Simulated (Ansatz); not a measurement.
Molecule: sum formula AlN2OH5, net charge 0, singlet state. 
Structure (B3LYP-D3(BJ)/def2-TZVP (Ansatz, a program for electronic structure) minimum search):
SMILES: [OH][Al]([NH2])[NH2]
```xyz
9

N     -0.9940    -1.4094    -0.3338
Al    -0.0093     0.0189    -0.0026
N      1.6762    -0.1286     0.5227
O     -0.7643     1.5293    -0.2147
H     -0.6904    -2.3656    -0.2541
H     -1.9545    -1.3686    -0.6339
H      2.1619    -1.0003     0.6607
H      2.2899     0.6430     0.7272
H     -0.3467     2.3773    -0.0703
```
Charge 0, spin multiplicity 1.

Total electronic energies in hartree. Cores are frozen in the correlated levels unless marked. No spin-orbit coupling. No relativistic terms. CBS marks a two-point X^-3 extrapolation of the correlation energy; Hartree-Fock from the larger set. [CCSD(T)-MP2]/basis is that difference in the basis named.

```csv
level,program,energy (Eh)
HF/aug-cc-pV(T+d)Z,Ansatz,-428.83190
HF/cc-pwCVTZ,Ansatz,-428.82779
PBE-D4/def2-TZVPD,Ansatz + dftd4,-430.05015
BLYP/def2-TZVPD,Ansatz,-430.35677
B97M-V/def2-TZVPD,Ansatz,-430.29779
PBE0-D4/def2-TZVP,Ansatz + dftd4,-430.07421
PBE0-D4/def2-TZVPD,Ansatz + dftd4,-430.07862
BHLYP-D4/def2-TZVPD,Ansatz + dftd4,-430.30890
r2SCAN0/def2-TZVPD,Ansatz,-430.24458
CAM-B3LYP-D4/def2-TZVPD,Ansatz + dftd4,-430.34417
LC-wPBE-D4/def2-TZVPD,Ansatz + dftd4,-430.21563
RPA@PBE/cc-pV(T+d)Z,Ansatz,-429.97152
MP2/cc-pV(D+d)Z,Ansatz,-429.33652
RI-MP2/cc-pV(Q+d)Z,Ansatz,-429.65556
SCS-MP2/aug-cc-pV(D+d)Z,Ansatz,-429.39512
SCS-MP2/cc-pV(D+d)Z,Ansatz,-429.32482
SCS-MP2/aug-cc-pV(T+d)Z,Ansatz,-429.59521
SCS-MP2/cc-pwCVTZ,Ansatz,-429.58636
CCSD/6-31G*,Ansatz,-429.28408
CCSD/cc-pV(D+d)Z,Ansatz,-429.36544
CCSD(T)/cc-pV(Q+d)Z,Ansatz,-429.69895
"RI-MP2/CBS(aug-cc-pV(T+d)Z,aug-cc-pV(Q+d)Z)+[CCSD(T)-MP2]/aug-cc-pV(D+d)Z",Ansatz,-429.7454
"CCSD(T)/CBS(aug-cc-pV(T+d)Z,aug-cc-pV(Q+d)Z)",Ansatz,-429.7379
```

Totals of different functionals don't rank their quality; only differences between species are comparable.
